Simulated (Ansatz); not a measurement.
ClH$_{4}$SSbSi, SMILES `Cl[SiH2][S][SbH2]` at its PBE0-D4/def2-TZVP geometry, where that method's forces vanish. Charge 0, multiplicity 1. Sb takes the def2 core potential.

```
atom   x (Å)   y (Å)   z (Å)
 Cl1  -2.096   1.215  -0.814
 Si2  -1.257  -0.658  -0.621
  S3   0.848  -0.603  -0.748
 Sb4   1.228   0.734   1.261
  H5  -1.740  -1.497  -1.740
  H6  -1.719  -1.171   0.690
  H7   2.733  -0.024   1.553
  H8   2.003   2.004   0.418
```

Question: For each bond, give half the difference of the two atoms' forces along it (eV/Å; positive pushes the atoms apart) under PBE-D4, r2SCAN-D4, B3LYP-D4, ωB97M-V in def2-TZVPP. (Best estimate.)

Answer: Ansatz gave: 
```csv
bond,length (Å),PBE-D4,r2SCAN-D4,B3LYP-D4,ωB97M-V
Cl1–Si2,2.061,0.18,0.06,0.23,0.11
Si2–S3,2.109,0.12,0.04,0.12,0.05
Si2–H5,1.479,0.08,-0.03,-0.17,-0.17
Si2–H6,1.481,0.06,-0.03,-0.13,-0.15
S3–Sb4,2.443,0.28,0.11,0.29,-0.04
Sb4–H7,1.710,0.25,0.02,0.04,-0.16
Sb4–H8,1.710,0.25,0.03,0.05,-0.16
```

B3LYP here is the variant with VWN-RPA as its local correlation; programs differ in this.
